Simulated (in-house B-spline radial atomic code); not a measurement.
Orbital energies and mean radii along the 14-electron series, configuration [Ne] 3s2 3p2. The effective charge is n√(-2ε), a non-relativistic measure. Computed with an all-electron radial atomic-structure program (B-spline basis): non-relativistic Hartree-Fock, average of the configuration, point nuclei.

This level leaves out relativity, spin-orbit splitting included, which matters for heavy ions.

| ion | Z | energy of 1s (Eh) | mean radius of 1s (bohr) | energy of 2p (Eh) | mean radius of 2p (bohr) | energy of 3s (Eh) | mean radius of 3s (bohr) | effective charge of 1s |
| --- | --- | --- | --- | --- | --- | --- | --- | --- |
| Sn36+ | 50 | -1118.12 | 0.030405 | -220.12 | 0.11014 | -90.219 | 0.31216 | 47.289 |
| Sb37+ | 51 | ? | ? | ? | ? | ? | ? | ? |
| Te38+ | 52 | -1214.45 | 0.029221 | -241.64 | 0.10549 | -99.44 | 0.2983 | 49.284 |
| I39+ | 53 | -1264.11 | 0.028663 | -252.77 | 0.10331 | -104.22 | 0.29183 | 50.281 |
| Xe40+ | 54 | -1314.77 | 0.028126 | -264.15 | 0.10122 | -109.11 | 0.28563 | 51.279 |
| Cs41+ | 55 | ? | ? | ? | ? | ? | ? | ? |
| Ba42+ | 56 | -1419.1 | 0.027111 | -287.67 | 0.097281 | -119.22 | 0.274 | 53.275 |
| La43+ | 57 | -1472.76 | 0.02663 | -299.8 | 0.095424 | -124.44 | 0.26853 | 54.273 |
| Ce44+ | 58 | -1527.42 | 0.026166 | -312.19 | 0.093636 | -129.77 | 0.26327 | 55.271 |
| Pr45+ | 59 | -1583.09 | 0.025717 | -324.82 | 0.091914 | -135.21 | 0.25822 | 56.269 |
| Nd46+ | 60 | -1639.75 | 0.025284 | -337.7 | 0.090254 | -140.77 | 0.25336 | 57.267 |
| Pm47+ | 61 | ? | ? | ? | ? | ? | ? | ? |
| Sm48+ | 62 | -1756.07 | 0.02446 | -364.22 | 0.087108 | -152.21 | 0.24417 | 59.263 |
| Eu49+ | 63 | -1815.74 | 0.024068 | -377.85 | 0.085616 | -158.1 | 0.23982 | 60.262 |
| Gd50+ | 64 | -1876.4 | 0.023688 | -391.74 | 0.084174 | -164.1 | 0.23563 | 61.26 |
| Tb51+ | 65 | -1938.06 | 0.02332 | -405.87 | 0.08278 | -170.21 | 0.23157 | 62.259 |
| Dy52+ | 66 | -2000.73 | 0.022963 | -420.26 | 0.081432 | -176.43 | 0.22766 | 63.257 |
| Ho53+ | 67 | -2064.39 | 0.022617 | -434.89 | 0.080126 | -182.77 | 0.22388 | 64.256 |
| Er54+ | 68 | -2129.05 | 0.022281 | -449.77 | 0.078862 | -189.21 | 0.22022 | 65.254 |

Problem. Fill in the row of Sb37+.

Solution. energy of 1s (Eh): -1165.79; mean radius of 1s (bohr): 0.029801; energy of 2p (Eh): -230.75; mean radius of 2p (bohr): 0.10777; energy of 3s (Eh): -94.774; mean radius of 3s (bohr): 0.30507; effective charge of 1s: 48.286.

Problem. Fill in the row of Cs41+.

Solution. energy of 1s (Eh): -1366.43; mean radius of 1s (bohr): 0.027609; energy of 2p (Eh): -275.79; mean radius of 2p (bohr): 0.099212; energy of 3s (Eh): -114.1; mean radius of 3s (bohr): 0.27969; effective charge of 1s: 52.277.

Problem. Fill in the row of Pm47+.

Solution. energy of 1s (Eh): -1697.41; mean radius of 1s (bohr): 0.024865; energy of 2p (Eh): -350.84; mean radius of 2p (bohr): 0.088653; energy of 3s (Eh): -146.44; mean radius of 3s (bohr): 0.24868; effective charge of 1s: 58.265.

Problem. How does the screening of 1s change?

Solution. Z less the effective charge goes from 2.71 at Z = 50 to 2.75 at Z = 68.
